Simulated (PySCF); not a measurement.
Problem. Give a PBE0-D3(BJ)/def2-SVP geometry of `[CH2]1C[SiH2][O][AlH]1`.

Solution. 
```xyz
12
C2H7AlOSi angstrom
C     -1.2948    0.1432   -0.0656
C     -0.2962   -1.0301   -0.2311
Si     1.4367   -0.4812    0.3383
O      1.3943    1.1737    0.0875
Al    -0.2015    1.7776   -0.2045
H     -2.1585    0.0597   -0.7450
H     -1.7253    0.1370    0.9547
H     -0.2055   -1.2910   -1.3008
H     -0.6342   -1.9512    0.2739
H      2.5240   -1.1160   -0.4662
H      1.6738   -0.7775    1.7868
H     -0.4740    3.3175   -0.4352
```

Any rigid rotation of these coordinates is as good. Atoms count from 1 in this order. O4 (oxygen bonded to Al and Si) is bent (angle 113.2°). Al5 (aluminium bonded to C, O and H) is planar (angles 136.3°, 121.6° and 102.1°, sum 359.9°, 0.02 Å off the plane of its three neighbours). The 5-membered ring C1–C2–Si3–O4–Al5 has internal angles of 102.1° to 113.2° (sum 533°, against 540° for a flat polygon); it is puckered, 0.13 Å rms from its mean plane, widest ring torsion 27°. Si3 (oxygen-bound silicon) is distorted tetrahedral (angles from 102.5° to 112.2°).

Bonds between heavy atoms (Å): C1–C2 1.550, C2–Si3 1.905, Si3–O4 1.674, O4–Al5 1.731, C1–Al5 1.971.

Level of theory: PBE0-D3(BJ)/def2-SVP geometry optimisation, gas phase in PySCF.

Point group: C1 (no symmetry element, even within 0.4 Å). Whether it is a minimum is left open (no frequencies). The numbers are those of one conformer (Al5–C1–C2–Si3 27°, C1–C2–Si3–O4 -27°, C2–Si3–O4–Al5 13°, Si3–O4–Al5–C1 1°).

Time: 37 s wall; peak memory 0.47 GiB. Hardware: one thread of an Arm Neoverse V1, on a shared host. These figures are those of the optimisation.
